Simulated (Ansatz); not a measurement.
C2H6O2Si (`CO[Si]OC`). The species carries charge 0 and has multiplicity 1.

Cartesian coordinates in Å:
```
C 0.092 -1.623 -0.454
O -1.231 -1.146 -0.400
Si -2.036 0.272 -0.204
O -0.944 1.437 0.182
C 0.421 1.554 0.505
H 0.454 -1.864 0.550
H 0.111 -2.534 -1.054
H 0.770 -0.894 -0.907
H 0.559 2.444 1.123
H 1.021 1.669 -0.402
H 0.784 0.686 1.061
```

Task: Give the diagnostics of a CCSD(T)/def2-TZVPP run (frozen core, Ansatz 0.2.0). (Estimate.)

Result: Ansatz gave: T1 = 0.0140, largest single amplitude 0.039, largest double 0.090, (T) share of the correlation energy 3.7 %, 10 CCSD cycles. The RHF solution is stable towards an unrestricted one. T1 lies under the customary mark of 0.02 for closed shells.
